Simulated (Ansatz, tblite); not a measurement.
Forces on Zn₉H₂₆Se₉ at its PBE-D4/def2-SVP geometry. Total charge 0; singlet.

The xTB rows come from tblite. Single mean-field runs in def2-TZVP are fitted with def2-universal-jkfit. In the singlet geometry the species has come apart into loosely held pieces. In the singlet, H20 and H34 lie 0.79 Å apart, H30 and H40 lie 0.79 Å apart (atoms count from 1), so H2 has formed as a molecule.

GFN1-xTB (tblite), largest force 1.79 eV/Å:

```xyz
44
positions Å, forces eV/Å
Se   -1.917    0.315   -3.082   -0.438   -0.339   -0.751
Zn   -3.208   -0.278   -1.045    0.033   -0.439   -0.232
Se   -1.495   -3.502   -1.215   -0.314   -1.568   -0.135
Zn   -2.454    1.582    0.682    0.184    0.258   -0.090
Se   -1.049   -0.525    0.430    0.095    0.087   -0.042
Zn   -1.839    0.169    2.837    0.199   -0.380    0.242
Zn    0.453   -4.191    0.324    0.279   -0.193   -0.075
Se   -0.172   -3.067    2.556   -0.058   -1.482    0.612
Se    0.389    1.071    3.460    0.147   -0.147    0.909
Zn   -0.291   -1.566   -3.555   -0.034    0.274   -0.245
Zn    0.547    3.403   -2.412    0.300   -0.018    0.071
Se   -0.636    3.252   -0.148   -0.242    0.930   -0.021
Se    1.361    1.077   -2.739    0.596    0.434   -0.078
Zn    1.038    0.280   -0.401   -0.594   -0.254    0.241
Se    2.070   -2.250   -0.469    1.557   -0.748   -0.464
Zn    1.687    3.766    0.796    0.189   -0.055   -0.237
Se    2.686    1.500    1.014    0.488    0.395   -0.396
Zn    2.088   -0.788    3.196    0.109    0.322    0.151
H    -2.833    0.031   -4.213    0.377    0.220    0.476
H    -1.350    2.881   -3.557   -0.136    0.189   -0.191
H    -4.280   -1.400   -0.824    0.001    0.174   -0.033
H    -2.480   -4.490   -0.634    0.309    0.592   -0.300
H    -1.064   -4.550   -2.191   -0.267    0.662    0.465
H    -3.594    1.435   -0.486   -0.401    0.324    0.110
H    -2.614    1.757    2.304   -0.403    0.322    0.098
H    -2.737   -0.891    3.561    0.010    0.174   -0.010
H     1.058   -5.633    0.278   -0.193    0.275    0.036
H    -1.235   -4.078    2.921    0.386    0.616   -0.081
H     0.839   -3.926    3.247   -0.540    0.572   -0.324
H     0.960    3.630    2.947    0.001    0.235    0.191
H     0.395    1.089    4.943   -0.017    0.090   -0.641
H    -0.174   -2.071   -5.038    0.075   -0.014    0.093
H     0.313   -2.009   -2.104   -0.015   -0.087   -0.470
H    -1.146    3.624   -3.717   -0.242   -0.209   -0.085
H     1.086    4.774   -2.923   -0.021   -0.125   -0.016
H    -1.172    4.638   -0.114    0.184   -0.672    0.011
H     2.791    1.463   -2.554   -0.625   -0.241   -0.207
H     2.635   -2.740   -1.771   -0.199    0.209    0.696
H     3.354   -2.506    0.267   -0.601    0.077   -0.445
H     1.169    4.372    2.791   -0.122   -0.170    0.258
H     2.330    5.167    0.563    0.004   -0.117    0.052
H     3.666    1.733   -0.089   -0.346   -0.147    0.592
H     1.692   -1.566    1.814    0.284    0.015    0.383
H     3.133   -0.982    4.352    0.002   -0.039   -0.115
```

GFN2-xTB (tblite), largest force 1.20 eV/Å:

```
Se -0.658 -0.259 -0.940
Zn -0.848 -0.845 0.107
Se -0.509 -0.945 -0.239
Zn -0.631 0.156 0.209
Se -0.373 0.001 0.131
Zn -0.673 -0.782 0.615
Zn 0.590 -0.667 -0.130
Se -0.187 -0.839 0.685
Se 0.084 -0.013 1.173
Zn 0.151 -0.210 -0.657
Zn 0.519 0.957 -0.365
Se -0.324 1.057 -0.005
Se 0.651 0.074 -0.277
Zn -0.043 -0.196 0.039
Se 0.948 -0.353 -0.293
Zn 0.563 0.971 -0.246
Se 0.679 0.081 -0.207
Zn 0.540 -0.081 0.448
H 0.440 0.262 0.554
H -0.548 -0.998 0.000
H 0.700 0.599 -0.201
H 0.235 0.317 -0.303
H -0.231 0.327 0.254
H 0.343 0.132 0.492
H -0.044 0.003 -0.616
H 0.631 0.573 -0.402
H -0.347 0.717 0.039
H 0.350 0.355 0.022
H -0.360 0.285 -0.117
H -0.361 -0.933 0.542
H -0.019 0.112 -0.746
H -0.009 0.233 0.861
H 0.044 0.056 -0.239
H 0.191 0.937 -0.211
H -0.160 -0.710 0.328
H 0.156 -0.617 0.015
H -0.431 -0.195 -0.112
H -0.035 0.161 0.475
H -0.333 0.062 -0.371
H 0.219 0.943 -0.148
H -0.278 -0.748 0.000
H -0.256 -0.135 0.390
H 0.178 0.104 0.141
H -0.556 0.050 -0.696
```

r2SCAN-D4/def2-TZVP (Ansatz), largest force 0.79 eV/Å:

```
Se -0.291 -0.248 -0.329
Zn -0.064 -0.066 -0.058
Se -0.187 -0.751 -0.052
Zn 0.011 0.084 -0.010
Se -0.158 0.241 0.027
Zn -0.014 -0.041 0.095
Zn 0.036 -0.067 -0.005
Se -0.063 -0.711 0.306
Se -0.007 -0.153 0.482
Zn 0.048 -0.055 -0.034
Zn 0.047 0.064 -0.024
Se -0.110 0.465 -0.014
Se 0.390 0.210 0.053
Zn 0.038 0.024 -0.016
Se 0.584 -0.260 -0.177
Zn 0.047 0.064 -0.025
Se 0.258 0.166 -0.322
Zn 0.064 -0.052 0.009
H 0.189 0.069 0.256
H 0.197 0.751 -0.161
H 0.109 0.139 -0.029
H 0.236 0.235 -0.134
H -0.098 0.259 0.220
H 0.067 -0.059 0.089
H 0.005 -0.084 -0.097
H 0.094 0.131 -0.074
H -0.072 0.166 0.006
H 0.251 0.240 -0.090
H -0.230 0.215 -0.160
H 0.204 0.751 -0.152
H -0.017 0.002 -0.327
H -0.025 0.075 0.183
H -0.076 0.055 -0.272
H -0.187 -0.702 0.151
H -0.051 -0.172 0.068
H 0.116 -0.316 -0.005
H -0.339 -0.084 -0.050
H -0.150 0.123 0.321
H -0.325 0.065 -0.175
H -0.194 -0.703 0.144
H -0.070 -0.178 0.016
H -0.230 -0.046 0.263
H 0.105 0.117 0.242
H -0.137 0.037 -0.140
```
